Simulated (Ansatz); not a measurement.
Start from `[OH][Ga]([SiH3])[GaH2]` and change one atom or group to get `[OH][Ga]([SiH3])[SH]`.

Ansatz, PBE0-D4/def2-TZVP geometries, multiplicity 1. Each molecule was computed in one conformer, which needn't be the lowest.

Scalar relativity is left out up to krypton.

```csv
property,`[OH][Ga]([SiH3])[GaH2]`
LUMO energy (PBE0/def2-TZVPP) / eV,-2.17
LUMO energy (ωB97M-V/def2-TZVPP) / eV,-0.47
size of the dipole moment (PBE/def2-TZVPP) / D,0.88
HOMO energy (PBE0/def2-TZVPP) / eV,-6.82
size of the dipole moment (ωB97M-V/def2-TZVPP) / D,1.04
"ideal-gas entropy at 298 K and 1 bar (rigid rotor, harmonic PBE0-D4/def2-TZVP) / J/(mol·K)",414
```

Q: What does the change do to each property? (Estimate.)

A: Computed: 
| property | `[OH][Ga]([SiH3])[SH]` | shift |
| --- | --- | --- |
| LUMO energy (PBE0/def2-TZVPP) / eV | -1.32 | 0.85 |
| LUMO energy (ωB97M-V/def2-TZVPP) / eV | 0.42 | 0.89 |
| size of the dipole moment (PBE/def2-TZVPP) / D | 0.51 | -0.37 |
| HOMO energy (PBE0/def2-TZVPP) / eV | -7.69 | -0.87 |
| size of the dipole moment (ωB97M-V/def2-TZVPP) / D | 0.41 | -0.63 |
| ideal-gas entropy at 298 K and 1 bar (rigid rotor, harmonic PBE0-D4/def2-TZVP) / J/(mol·K) | 385 | -29 |

With PBE0 the HOMO falls by 0.87 eV and the LUMO rises by 0.85 eV, so the gap widens by about 1.72 eV. PBE moves the HOMO by -0.61 eV and ωB97M-V by -1.16 eV. The zero-point energy changes by -9.8 kJ/mol with -3 modes. Dipoles are sizes alone; their direction can turn. Modes under 60 cm⁻¹, often nearly free rotors, make the harmonic entropy too high.

Positive LUMOs are unbound, so they and the gaps depend on the basis.
